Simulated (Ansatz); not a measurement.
The cluster Cu2Te, relaxed as a quintet with UKS B3LYP-D4/def2-TZVP in Ansatz, starting from the B3LYP-D4/def2-TZVP geometry of the neutral singlet. Force threshold 0.02 eV/Å.

In the def2 sets Te takes a core potential; there is no spin–orbit coupling. At B3LYP-D4/def2-TZVP a singlet of charge 0 lies 3.66 eV below the quintet, each at its own geometry. The structure comes from a short search, and lower isomers may exist.

Start:

```xyz
3

Cu   -1.361    0.340    0.486
Cu    0.883    0.888   -0.797
Te    0.478   -1.228    0.311
```

**Question.** Estimate the energy that the relaxation releases and the steps that it takes.

**Answer.** 0.40 eV, in 4 steps; 31 s on 2 threads of AMD EPYC 7R13 on a shared host. No frequencies were taken in this run, so the end may be a saddle point.

**Question.** Does the start keep its bonding and symmetry?

**Answer.** By distances, no bond broke or formed. The bond that changes most is Cu2–Te3, from 2.42 to 2.72 Å (atoms count from 1). Point group C2v at the start, C2v at the end, both within 0.05 Å.

**Question.** Predict the relaxed structure.

**Answer.** 
```csv
atom,x (Å),y (Å),z (Å)
Cu1,-1.335,0.474,0.416
Cu2,0.766,0.987,-0.786
Te3,0.569,-1.462,0.370
```
Bond lengths (bridged metal pairs left out): 2 × Cu–Te 2.72 Å.
